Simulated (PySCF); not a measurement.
Compound: Si(OEt)2H2, C₄H₁₂O₂Si.
Structure used (PBE0-D3(BJ)/def2-SVP), in Å, numbered top down from 1:
```
atom  x, y, z in Å
Si1   -0.767    0.028   -0.532
O2    -0.689    0.130    1.114
C3    -1.798    0.128    1.977
C4    -1.319    0.122    3.410
H5    -2.432    1.018    1.794
H6    -2.435   -0.759    1.790
H7    -2.170    0.122    4.106
H8    -0.704   -0.769    3.604
H9    -0.702    1.011    3.610
O10    0.807   -0.024   -1.024
C11    1.242   -0.119   -2.357
C12    2.752   -0.149   -2.389
H13    0.835   -1.032   -2.834
H14    0.869    0.742   -2.948
H15    3.119   -0.224   -3.424
H16    3.161    0.767   -1.936
H17    3.129   -1.009   -1.818
H18   -1.461    1.222   -1.110
H19   -1.499   -1.211   -0.947
```

Lines to be assigned: C 1s: 290.67 (area 2), 292.34 (area 2) eV; O 1s: 537.86 eV; Si 1s: 1847.59 eV; Si 2p3/2: 107.52 eV.

Method used: delta-SCF UKS SCAN, pcX-2 on the ionised atom, pcseg-1 elsewhere, spin-free X2C (PySCF). The structure is a single PBE0-D3(BJ)/def2-SVP conformer in the gas phase; no vibrational or solvent corrections.

Q: Assign the C 1s lines to atoms.

A: 290.67 eV: C4/C12 (carbon bonded to C and 3 H); 292.34 eV: C3/C11 (carbon bonded to C, O and 2 H). Lowest listed C 1s: C4/C12, bonded to C and 3 H. Highest, 1.67 eV above it: C3/C11, bonded to O, C and 2 H.

Bonded neighbours of each site: Si1: 2 O and 2 H; O2/O10: C and Si; C3/C11: O, C and 2 H; C4/C12: C and 3 H.

Q: Which photon energy gives electrons from C 1s of C4/C12 a kinetic energy of 150 eV, and what is their de Broglie wavelength?

A: hν = 290.67 + 150 = 440.67 eV, recoil neglected; λ = 12.264 Å/√(E/eV) = 1.00 Å.

Topologically equivalent atoms share the value of their first member; where this conformer doesn't relate them by symmetry, their own values could differ. For 2p shells one spin-free hole was relaxed; a mean-field spin–orbit operator and the ground-state splitting of the three 2p orbitals were then diagonalised within the shell. The shell's mean is (2 × 2p3/2 + 2p1/2)/3, and the degeneracies 2j + 1 give areas of 2:1. 2p1/2 minus 2p3/2 (ligand field included): Si 0.63 eV.
